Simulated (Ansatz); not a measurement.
Reaction (cleavage of the Ge–Ge bond): `F[CH2][GeH2][GeH3]` + HBr → `[GeH3][Br]` + `F[CH2][GeH3]`

Calculated with Ansatz (gas phase, PBE0-D4/def2-TZVP geometries, no zero-point term in ΔE). CBS: MP2 limit from def2 TZ/QZ plus the TZ coupled-cluster correction, frozen cores. DFT in def2-TZVPP. For Br, Ge outer-core shells are correlated without core-valence functions, which leaves a few kJ/mol of doubt a bond. Scalar relativity is left out up to krypton. Each species was taken in one conformer, which may not be the lowest.

`F[CH2][GeH2][GeH3]`:

```xyz
11

F     1.324   -0.791    1.678
C     1.373    0.447    1.057
Ge    0.493    0.352   -0.715
Ge   -1.697   -0.651   -0.475
H     2.422    0.740    0.959
H     0.864    1.173    1.697
H     0.387    1.790   -1.261
H     1.373   -0.470   -1.674
H    -1.573   -2.117   -0.037
H    -2.506    0.119    0.582
H    -2.458   -0.594   -1.810
```

HBr:

Cartesian coordinates in Å:
```
Br -0.426 0.237 0.517
H 0.426 -0.237 -0.517
```

`[GeH3][Br]`:

Cartesian coordinates in Å:
```
Ge 0.095 -0.047 -0.158
Br -1.055 0.528 1.760
H 0.347 1.246 -0.939
H -0.792 -1.018 -0.944
H 1.405 -0.708 0.281
```

`F[CH2][GeH3]`:

```xyz
8

F    -0.826   -0.207   -1.771
C    -0.933    0.042   -0.412
Ge    0.848   -0.027    0.439
H    -1.599   -0.708    0.024
H    -1.387    1.028   -0.278
H     1.761    1.036   -0.187
H     0.676    0.257    1.942
H     1.459   -1.422    0.244
```

```tsv
level	ΔE (kcal/mol)	difference from CCSD(T)/CBS
PBE-D4	-9.2	1.4
PBE0-D4	-10.4	0.2
ωB97X-V	-11.9	-1.3
ωB97M-V	-11.5	-0.9
B2PLYP	-11.8	-1.2
PBE	-9.9	0.7
HF/def2-TZVPP	-17.0	-6.4
MP2/def2-TZVPP	-11.1	-0.5
SCS-MP2/def2-TZVPP	-12.0	-1.4
CCSD(T)/def2-TZVPP	-10.3	0.3
CCSD(T)/CBS	-10.6	0
```

Largest T1 diagnostic among the species: 0.012.

From PBE to PBE0 (25 % exact exchange), in def2-TZVPP and without D4, ΔE moves by −1.1 kcal/mol. In def2-TZVPP, CCSD(T) changes the Hartree–Fock value by +6.7 kcal/mol (the triples alone add +0.5 kcal/mol) and MP2 by +5.9 kcal/mol. The D4 term adds +1.1 kcal/mol with B3LYP and +0.7 kcal/mol with PBE0; it sums over pairs of atoms, weighted by their polarisabilities, and B3LYP, whose exchange is more repulsive, gets the larger term.

B3LYP here is the variant with VWN-RPA as its local correlation; programs differ in this.
